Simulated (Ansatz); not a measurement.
Program: Ansatz. Geometries: PBE0-D4/def2-TZVP. ΔE: electronic, gas phase. CBS: MP2 limit from def2 TZ/QZ plus the TZ coupled-cluster correction, frozen cores. This one scheme is used for every species. For Ti outer-core shells are correlated without core-valence functions, which leaves a few kJ/mol of doubt a bond. Scalar relativity is left out up to krypton. One conformer a species, not always the lowest.

Consider the ligand exchange at a Ti–Cl bond: `[OH][Ti]([F])([Cl])[Cl]` + NH₃ → `[NH2][Ti]([OH])([F])[Cl]` + HCl.

```
                   species  CCSD(T)/CBS(def2) energy (Eh)
 `[OH][Ti]([F])([Cl])[Cl]`                    -1944.30161
                       NH₃                      -56.50880
`[NH2][Ti]([OH])([F])[Cl]`                    -1540.40193
                       HCl                     -460.38127
```

Task: Work out ΔE.

Result: ΔE = (-1540.40193) + (-460.38127) − (-1944.30161) − (-56.50880) = 0.02721 Eh = +0.74 eV.

Task: What do rigid-rotor, harmonic-oscillator terms from PBE0-D4/def2-TZVP frequencies (298.15 K, 1 bar) make of the CCSD(T)/CBS value? (An estimate is asked.)

Result: The calculation gave: ΔZPE = -0.11 eV, ΔH = +0.63 eV, ΔS = -1 J/(mol·K), ΔG = +0.64 eV.

Largest T1 diagnostic among the species: 0.024, so the coupled-cluster value is less sure than usual.

Leaving LDA and LC-ωPBE aside and taking each functional with its dispersion term where it has one, the values, not all of them listed here, spread over 0.15 eV, from CAM-B3LYP-D4 to B97M-V. LDA lies −0.05 eV from PBE without D4. At CCSD(T), def2-SVP lies −0.05 eV from the extrapolated value and def2-TZVPP −0.00 eV.
